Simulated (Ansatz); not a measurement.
```yaml
crystal:
  periodic: [false, false, false]
  atoms:
    - {symbol: C, position_ang: [-0.757183, -2.552018, 0.349376]}
    - {symbol: C, position_ang: [0.737828, -2.284211, 0.311738]}
    - {symbol: D, position_ang: [1.098328, -0.878694, 0.758963]}
    - {symbol: C, position_ang: [0.656637, 0.184708, -0.210198]}
    - {symbol: O, position_ang: [0.407581, 0.002858, -1.372712]}
    - {symbol: O, position_ang: [0.606885, 1.385283, 0.382404]}
    - {symbol: C, position_ang: [0.239232, 2.493387, -0.448957]}
    - {symbol: C, position_ang: [-1.260060, 2.629987, -0.553512]}
    - {symbol: H, position_ang: [-1.157452, -2.415035, 1.358332]}
    - {symbol: H, position_ang: [-1.292143, -1.877274, -0.322365]}
    - {symbol: H, position_ang: [-0.982668, -3.574565, 0.039362]}
    - {symbol: H, position_ang: [1.258725, -2.997554, 0.957265]}
    - {symbol: H, position_ang: [1.115137, -2.439033, -0.702310]}
    - {symbol: H, position_ang: [2.184561, -0.768499, 0.857304]}
    - {symbol: H, position_ang: [0.682805, -0.647177, 1.743521]}
    - {symbol: H, position_ang: [0.684292, 3.361668, 0.038552]}
    - {symbol: H, position_ang: [0.691240, 2.362798, -1.433606]}
    - {symbol: H, position_ang: [-1.510763, 3.522229, -1.132188]}
    - {symbol: H, position_ang: [-1.692006, 1.764441, -1.057196]}
    - {symbol: H, position_ang: [-1.710957, 2.726689, 0.436219]}
basis:
  gaussian: {orbitals: cc-pVTZ-DK}
hamiltonian: {xc: {name: B97M-V}}
```

```sh
$ ansatz run in.yaml --threads 2 --pin off --events-out ev --progress --plain --max-ram 32768MiB --backend cpu
```

Shortened log:

```
Error: YAML parse error: error: line 6 column 16: `D` is not an element symbol (H … Og, case-exact)
 --> <input>:6:16
4 |     - {symbol: C, position_ang: [-0.757183, -2.552018, 0.349376]}
5 |     - {symbol: C, position_ang: [0.737828, -2.284211, 0.311738]}
6 |     - {symbol: D, position_ang: [1.098328, -0.878694, 0.758963]}
7 |     - {symbol: C, position_ang: [0.656637, 0.184708, -0.210198]}
8 |     - {symbol: O, position_ang: [0.407581, 0.002858, -1.372712]}
```

In this input an element symbol is wrong. The program refused the input.
